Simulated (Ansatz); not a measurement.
Geometry optimisation, DFT r2SCAN, scalar-relativistic, plane waves, PAW in Ansatz 0.2.0.

Input:

```yaml
crystal:
  lattice:
    - [7.330417, 0.0, 0.0]
    - [0.0, 7.330417, 0.0]
    - [0.0, 0.0, 7.330417]
  atoms:
    - { symbol: O, position: [0.9396363, 0.3282683, 0.6453247] }
    - { symbol: H, position: [1.000242, 0.364651, 0.5336937] }
    - { symbol: H, position: [0.9405323, 0.1962258, 0.6406103] }
    - { symbol: O, position: [0.4506319, 0.2986509, 0.5069589] }
    - { symbol: H, position: [0.3199116, 0.3110276, 0.5216984] }
    - { symbol: H, position: [0.4721126, 0.3337934, 0.3814129] }
    - { symbol: O, position: [0.4414206, 0.7356783, 0.3087992] }
    - { symbol: H, position: [0.4231888, 0.6291518, 0.2327863] }
    - { symbol: H, position: [0.5490358, 0.7063618, 0.3796352] }
    - { symbol: O, position: [0.0044394, 0.6624357, 0.2705912] }
    - { symbol: H, position: [0.0790814, 0.6579031, 0.3795236] }
    - { symbol: H, position: [0.0780253, 0.6021524, 0.1788891] }
    - { symbol: O, position: [0.36924, 0.5687708, 0.7889323] }
    - { symbol: H, position: [0.3097469, 0.6146201, 0.680228] }
    - { symbol: H, position: [0.3425796, 0.4393638, 0.7877952] }
    - { symbol: O, position: [0.8278305, 1.0312937, 0.2123754] }
    - { symbol: H, position: [0.7237329, 1.0348956, 0.1310799] }
    - { symbol: H, position: [0.8482131, 0.9023083, 0.2325133] }
    - { symbol: O, position: [0.0543008, 0.7826531, 0.816181] }
    - { symbol: H, position: [0.1363002, 0.7925111, 0.9193175] }
    - { symbol: H, position: [-0.0660184, 0.7839236, 0.8707696] }
    - { symbol: O, position: [0.5738067, 0.8867348, 0.8899193] }
    - { symbol: H, position: [0.679767, 0.8587455, 0.9637246] }
    - { symbol: H, position: [0.4849132, 0.9309722, 0.9770928] }
    - { symbol: O, position: [0.1132319, 0.2619098, 0.0063267] }
    - { symbol: C, position: [0.277601, 0.184967, 0.0380071] }
    - { symbol: O, position: [0.4150958, 0.215162, -0.0488218] }
    - { symbol: H, position: [0.1302435, 0.3437605, -0.0980387] }
    - { symbol: H, position: [0.2670912, 0.091318, 0.1541184] }
basis:
  ecutwfc: 500.0
kpoints:
  mp_grid: { grid: [1, 1, 1] }
hamiltonian:
  xc: r2scan
scf:
  occupations: { method: fermi_dirac, width: 0.02 }
  lower_state_search: "off"
relax:
  f_tol: 0.3
  max_steps: 15
  adjacent_minimum: "off"
```

Launched with:

```bash
$ ansatz run input.yaml --threads 1 --pin off --max-ram 3072MiB --backend cpu --events-out ev --progress --plain --runs-dir out
```

Where does it end, and by what steps?

The calculation hadn't finished when its time ran out. Limits of this set-up: coarse k mesh. After 13 steps the energy has fallen by 3.364 eV; H9 moved furthest, 1.32 Å.

| step | energy less start (eV) | largest force component (eV/Å) | accepted |
| --- | --- | --- | --- |
| 0 | 0.0000 | 1.066 | yes |
| 1 | -0.3887 | 2.492 | yes |
| 2 | -0.7567 | 3.015 | yes |
| 3 | -1.2211 | 2.003 | yes |
| 4 | -1.5839 | 1.720 | yes |
| 5 | -1.9162 | 1.323 | yes |
| 6 | -2.1394 | 2.025 | yes |
| 7 | -2.3642 | 1.543 | yes |
| 8 | -2.6164 | 0.841 | yes |
| 9 | -2.7693 | 0.609 | yes |
| 10 | -2.8644 | 1.635 | yes |
| 11 | -3.0665 | 1.159 | yes |
| 12 | -3.2539 | 0.743 | yes |
| 13 | -3.3644 | 1.089 | yes |

```xyz
29
Lattice="7.3304 0.0000 0.0000 0.0000 7.3304 0.0000 0.0000 0.0000 7.3304" Properties=species:S:1:pos:R:3
O 7.881 2.469 4.409
H 7.579 3.091 3.705
H 7.482 1.619 4.189
O 3.187 3.038 3.805
H 2.311 2.645 3.994
H 3.770 2.283 3.675
O 2.541 4.988 1.778
H 2.799 4.707 0.874
H 3.026 4.409 2.388
O 0.074 4.091 2.271
H 0.976 4.461 2.083
H -0.102 3.540 1.492
O 2.901 4.594 6.332
H 2.047 4.995 6.046
H 3.130 3.947 5.642
O 6.610 6.901 1.742
H 5.864 6.864 1.112
H 6.616 6.004 2.126
O 0.345 5.995 6.428
H 0.407 6.239 7.392
H -0.569 6.258 6.222
O 4.806 6.678 6.842
H 4.257 5.894 6.664
H 4.155 7.403 6.838
O 0.643 2.163 -0.154
C 1.680 1.386 0.137
O 2.656 1.256 -0.564
H 0.718 2.484 -1.088
H 1.542 0.918 1.128
```

The run took 7.3 min on 1 thread of Intel(R) Xeon(R) Platinum 8259CL CPU @ 2.50GHz (Skylake/Cascade Lake), with other jobs on the host, peak memory 1.1 GiB.
